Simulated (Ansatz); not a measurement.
A set of 12 reactions (ligand exchange), with CCSD(T)/CBS values in kJ/mol:

```csv
reaction,ΔE
`B[Se][SiH2]C` + `[NH2][ZnH]` → `C[SiH2][NH][ZnH]` + `B[SeH]`,-5.2
`[CH3][AlH][TeH]` + `N=C=O` → `[CH3][AlH][N]=C=O` + H₂Te,-23.8
`B[SiH2]O` + `N=C=N` → `BN=C=N` + `O[SiH3]`,-141.9
`C[S][Mg][SH]` + H₂S → `[SH][Mg][SH]` + CH₃SH,-18.2
`C[CH2][Sn][OH]` + HCl → `[OH][Sn][Cl]` + `CC`,-173.1
`F[Si](Cl)(Cl)Cl` + H₂S → `F[Si](S)(Cl)Cl` + HCl,34.0
`C[Si](Cl)(Cl)c1ccccc1` + H₂S → `C[Si](S)(Cl)Cl` + `c1ccccc1`,-51.2
`F[SiH2]N[SiH2][SiH3]` + HCl → `F[SiH2]N[SiH2]Cl` + SiH₄,-112.6
`[NH2][In]([NH2])[SH]` + `CNC` → `C[N](C)[In]([NH2])[NH2]` + H₂S,87.2
`BBN` + `CBNC` → `BN(C)BC` + `BN`,-128.3
`C#[C][SnH]([CH3])[Cl]` + H–F → `C#[C][SnH]([CH3])[F]` + HCl,38.1
`C=C[SiH2][GeH3]` + NH₃ → `C=C[SiH2]N` + GeH₄,-28.9
```

Program: Ansatz. Geometries: PBE0-D4/def2-TZVP. ΔE: electronic, gas phase. CBS: MP2 limit from def2 TZ/QZ plus the TZ coupled-cluster correction, frozen cores. This one scheme is used for every species. DFT in def2-TZVPP. B3LYP here is the variant with VWN-RPA as its local correlation; programs differ in this. def2 core potentials past Kr. For Ge, In, Mg, Se, Sn, Te, Zn outer-core shells are correlated without core-valence functions, which leaves a few kJ/mol of doubt a bond. Scalar relativity is left out up to krypton. Each species was taken in one conformer, which may not be the lowest.

(1) Give the mean, mean absolute and largest difference (level minus CCSD(T)/CBS, kJ/mol) for: r2SCAN-D4, B3LYP-D4, ωB97M-V, PBE, r2SCAN, PBE0, B3LYP, HF/def2-TZVPP, MP2/def2-TZVPP, SCS-MP2/def2-TZVPP, CCSD/def2-TZVPP, SCS-MP2/def2-QZVPP, HF/CBS(def2), MP2/CBS(def2). (Best estimate.)

The largest T1 diagnostic in the set is 0.018, for `N=C=O` (customary mark 0.02).

CCSD(T)/CBS is a level of theory with its own doubt, and the functionals carry their triple-zeta basis error, so these figures describe this set and don't rank the functionals.

Answers

(1) The calculation gave: 
```csv
level,mean,mean absolute,largest
r2SCAN-D4,-0.7,4.3,11.1
B3LYP-D4,-2.0,4.2,-9.6
ωB97M-V,-2.1,3.8,8.2
PBE,3.1,8.4,17.0
r2SCAN,-1.1,5.0,12.8
PBE0,2.3,6.5,17.5
B3LYP,-3.6,8.0,-15.8
HF/def2-TZVPP,-7.2,13.6,-25.6
MP2/def2-TZVPP,-1.8,4.1,-10.6
SCS-MP2/def2-TZVPP,-3.2,4.5,-8.8
CCSD/def2-TZVPP,-0.8,3.2,-9.2
SCS-MP2/def2-QZVPP,-3.4,4.1,-10.1
HF/CBS(def2),-8.1,14.4,-27.5
MP2/CBS(def2),-1.7,4.3,-10.4
```
